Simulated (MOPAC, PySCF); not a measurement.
C6H14O3Sn, SMILES `C=C[CH2][Sn]([O]C)([O]C)[O]C`, neutral singlet in the gas phase. In the def2 sets core potentials replace the inner electrons of Sn.

Z-matrix (Å, degrees):
```
Sn
O 1 1.9747
C 2 1.4023 1 120.36
H 3 1.1031 2 108.36 1 167.11
H 3 1.1066 4 107.60 2 -122.06
H 3 1.1069 4 107.40 5 -115.28
O 1 1.9797 2 101.61 3 -159.91
C 7 1.3990 1 120.12 2 173.88
H 8 1.1030 7 108.47 1 -178.31
H 8 1.1076 9 107.30 7 -122.56
H 8 1.1089 9 106.93 10 -114.96
O 1 1.9840 2 108.29 3 -46.56
C 12 1.4013 1 120.45 2 -58.49
H 13 1.1033 12 108.69 1 -171.33
H 13 1.1068 14 107.51 12 -122.66
H 13 1.1070 14 107.46 15 -115.12
C 1 2.1536 2 115.82 3 72.38
H 17 1.0996 1 107.12 2 55.36
H 17 1.1006 18 109.06 1 -113.71
C 17 1.4878 18 112.89 19 -125.88
C 20 1.3365 17 125.13 18 -11.99
H 21 1.0924 20 121.14 17 -179.05
H 21 1.0949 22 117.21 20 179.86
H 20 1.0967 21 118.98 22 -0.74
```
Charge 0, multiplicity 1.

All levels are single points at this geometry (PBE0-D3(BJ)/def2-SVP); Pople sets use spherical d functions. Orbital energies aren't observables, and empty levels follow the basis.

CAM-B3LYP-D3(BJ)/def2-SVP in PySCF gives gap (eV) = 8.51.

Estimate the gap (eV) from each of these levels: PBE-D3(BJ)/def2-SVP in PySCF; PBE0-D3(BJ)/def2-SVP in PySCF; B3LYP/6-31G* (LANL2DZ on Sn) in PySCF; PBE/6-31G* (LANL2DZ on Sn) in PySCF; HF/6-31G* (LANL2DZ on Sn) in PySCF; AM1 in MOPAC; PM3 in MOPAC; PM7 in MOPAC.


```csv
level,gap (eV)
PBE-D3(BJ)/def2-SVP in PySCF,3.85
PBE0-D3(BJ)/def2-SVP in PySCF,6.14
B3LYP/6-31G* (LANL2DZ on Sn) in PySCF,5.83
PBE/6-31G* (LANL2DZ on Sn) in PySCF,3.98
HF/6-31G* (LANL2DZ on Sn) in PySCF,12.69
AM1 in MOPAC,8.38
PM3 in MOPAC,8.42
PM7 in MOPAC,10.11
```
